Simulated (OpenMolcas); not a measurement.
# Computed transition rates of Pr3+

```json
{
  "Program": "OpenMolcas 26.06",
  "Method": "SS-CASPT2, IPEA 0.25 Eh, imaginary shift 0.1 Eh (closed shells correlated: 5s 5p)",
  "Basis": "ANO-RCC-VTZP [8s7p5d3f2g1h]",
  "Scalar Hamiltonian": "DKH2, point nucleus",
  "Active space": "2 electrons in 7 orbitals (4f)",
  "State averaging": "2S+1 = 3 even, 21 roots; 2S+1 = 1 even, 28 roots",
  "Spin-orbit coupling": "state interaction with AMFI integrals over the reference wave functions, term energies averaged over their components"
}
```

Rates come from the transition moments of the reference wave functions (E1 and E2 in the length form). At fixed line strength A goes as λ^-3 for E1 and M1 and as λ^-5 for E2, so a rate at the computed wavelength can be rescaled to the measured one. Measured vacuum wavelengths follow from level energies in Martin, Zalubas and Hagan, Atomic Energy Levels: The Rare-Earth Elements, NSRDS-NBS 60 (1978). Branching counts decays inside the model space alone, at computed energies, and the table is only a selection of the E2 and M1 lines, drawn from those between levels with measured partners whose computed energy lies within a factor of 1.5 of the measured one.

| Upper | Lower | Type | λ computed (nm) | λ measured (nm) | A computed (s-1) | A rescaled (s-1) | Branching % |
| --- | --- | --- | --- | --- | --- | --- | --- |
| 4f² ¹D₂ | 4f² ³F₃ | M1 | 810.4 | 915.8 | 1.34e+00 |  | 57.3 |
| 4f² ¹D₂ | 4f² ³F₂ | M1 | 722.2 | 810.5 | 9.82e-01 |  | 42.0 |
| 4f² ³P₂ | 4f² ¹D₂ | M1 | 1333 | 1716 | 8.94e-01 |  | 72.5 |
| 4f² ¹I₆ | 4f² ³H₆ | M1 | 478.4 | 561.1 | 6.48e-01 |  | 49.6 |
| 4f² ¹I₆ | 4f² ³H₅ | M1 | 429.1 | 498.5 | 6.43e-01 |  | 49.2 |
| 4f² ³H₅ | 4f² ³H₄ | M1 | 4328 | 4647 | 3.17e-01 | 2.56e-01 | 100.0 |
| 4f² ³H₆ | 4f² ³H₅ | M1 | 4164 | 4470 | 3.12e-01 | 2.52e-01 | 100.0 |
| 4f² ³P₁ | 4f² ¹D₂ | M1 | 1594 | 2140 | 3.02e-01 |  | 54.7 |
| 4f² ³P₀ | 4f² ³F₂ | E2 | 515 | 610 | 2.47e-01 | 1.06e-01 | 100.0 |
| 4f² ³P₂ | 4f² ³F₃ | M1 | 504 | 597.2 | 1.34e-01 |  | 10.9 |
| 4f² ³P₁ | 4f² ³F₃ | E2 | 537.2 | 641.3 | 1.29e-01 | 5.32e-02 | 23.3 |
| 4f² ³P₁ | 4f² ³F₂ | E2 | 497 | 587.9 | 9.04e-02 | 3.90e-02 | 16.4 |
| 4f² ³F₃ | 4f² ³F₂ | M1 | 6633 | 7049 | 8.67e-02 | 7.22e-02 | 90.3 |
| 4f² ³P₂ | 4f² ³F₃ | E2 | 504 | 597.2 | 4.97e-02 | 2.13e-02 | 4.0 |
| 4f² ³P₁ | 4f² ³F₂ | M1 | 497 | 587.9 | 2.48e-02 |  | 4.5 |
| 4f² ³P₂ | 4f² ³P₁ | M1 | 8162 | 8672 | 2.36e-02 | 1.97e-02 | 1.9 |
| 4f² ³F₃ | 4f² ³H₄ | M1 | 1440 | 1559 | 9.22e-03 |  | 9.6 |
| 4f² ³P₂ | 4f² ³F₂ | E2 | 468.4 | 550.5 | 9.16e-03 | 4.09e-03 | 0.7 |
| 4f² ³P₁ | 4f² ³P₀ | M1 | 14150 | 16190 | 6.30e-03 | 4.21e-03 | 1.1 |
| 4f² ³F₂ | 4f² ³H₄ | E2 | 1839 | 2001 | 1.47e-04 | 9.64e-05 | 100.0 |

Spin-changing lines and M1 lines between different terms are not rescaled, since their strength hangs on the term gaps too.

The largest correction is for 4f² ³P₁ → 4f² ³F₃ (E2): 1.29e-01 × (537.2 / 641.3)^5 = 5.32e-02 s-1, a factor of 0.41.

The computed rate and branching of 4f² ³F₂ → 4f² ³H₄ give the upper level a radiative lifetime of 1.000 / 1.47e-04 s-1 = 6.80e+03 s, counting decays inside the model space alone. The rescaled rate gives about 1.0e+04 s.

These are rates of the free ion; in crystals, glasses and complexes forced electric-dipole and non-radiative decay shorten such lifetimes by orders of magnitude. No measured rate stands beside these. Rescaling mends the energy factor alone: line strengths can still be far off where a level mixes with configurations outside the active space, and weak or spin-changing lines hang on small mixing coefficients that depend on the term gaps too, so rescaling need not improve them.

Term energies are means over components that CASPT2 splits; among the terms shown or strongly mixed into the levels shown the widest spread is 880 cm-1 (4f² ¹I). The CASPT2 spread within a term exceeds the gap to the next term for 4f² ¹I and 4f² ³P, so the order of their levels is uncertain. Some terms miss by over 15 % even with CASPT2, which points to a basis or an active space too small for the shells correlated. Measured partners are found by configuration, term and J. A level has none where our copy of the source lacks it or the pairing is in doubt (some pairs that miss far off the trend of their configuration count as doubtful). Levels of configurations outside the active space are missing.
